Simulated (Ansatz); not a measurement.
Geometry optimisation, Ansatz 0.2.0, RKS CAM-B3LYP-D4/cc-pVDZ.

input.yaml

```yaml
crystal:
  periodic: [false, false, false]
  atoms:
    - { symbol: O, position_ang: [1.5908, -1.1502, 1.244] }
    - { symbol: C, position_ang: [0.7458, -0.2813, 0.8133] }
    - { symbol: S, position_ang: [0.5613, 1.3072, 1.6169] }
    - { symbol: Al, position_ang: [-0.2858, -0.6753, -0.7607] }
    - { symbol: O, position_ang: [-1.5491, 0.553, -1.4019] }
    - { symbol: H, position_ang: [1.58, 1.9009, 0.8092] }
    - { symbol: H, position_ang: [-0.2009, -2.0998, -1.4791] }
    - { symbol: H, position_ang: [-2.35, 0.3884, -0.8975] }
basis:
  gaussian: { orbitals: cc-pVDZ }
hamiltonian:
  xc: cam_b3lyp
  dispersion: d4
relax:
  f_tol: 0.015
  max_steps: 40
output:
  orbitals: {}
```

Launched with:

```bash
$ ansatz run input.yaml --threads 2 --pin off --max-ram 3072MiB --backend cpu --events-out ev --progress --plain --runs-dir out
```

Problem. Where does it end, and by what steps?

Solution. It converged. After 26 steps the energy has fallen by 1.296 eV; H6 moved furthest, 1.41 Å.

```tsv
step	energy less start (eV)	largest force component (eV/Å)	accepted
0	0.0000	4.118	yes
1	-0.4855	2.643	yes
2	-0.5893	2.643	yes
3	-0.8414	1.380	yes
4	-0.9912	0.441	yes
5	-1.1186	0.558	yes
6	-1.2214	0.294	yes
7	-1.2597	0.158	yes
8	-1.2411	0.564	no
9	-1.2701	0.145	yes
10	-1.2739	0.162	yes
11	-1.2768	0.074	yes
12	-1.2803	0.181	yes
13	-1.2822	0.642	yes
14	-1.2878	0.167	yes
15	-1.2908	0.107	yes
16	-1.2917	0.308	yes
17	-1.2937	0.103	yes
18	-1.2944	0.063	yes
19	-1.2948	0.033	yes
20	-1.2952	0.059	yes
21	-1.2954	0.095	yes
22	-1.2956	0.093	yes
23	-1.2957	0.073	yes
24	-1.2958	0.042	yes
25	-1.2959	0.023	yes
26	-1.2959	0.011	yes
```

```xyz
8
Properties=species:S:1:pos:R:3
O 1.543 -1.310 1.316
C 0.900 -0.415 0.829
S 1.013 1.258 1.562
Al -0.283 -0.806 -0.754
O -1.432 0.349 -1.284
H 0.175 1.843 0.674
H -0.172 -2.171 -1.516
H -1.651 1.195 -0.883
```

Whether the end is a true minimum wasn't checked by a vibrational analysis.

Run time: 80 s on 2 threads of Arm Neoverse V1, on a shared host, peak memory 0.23 GiB.
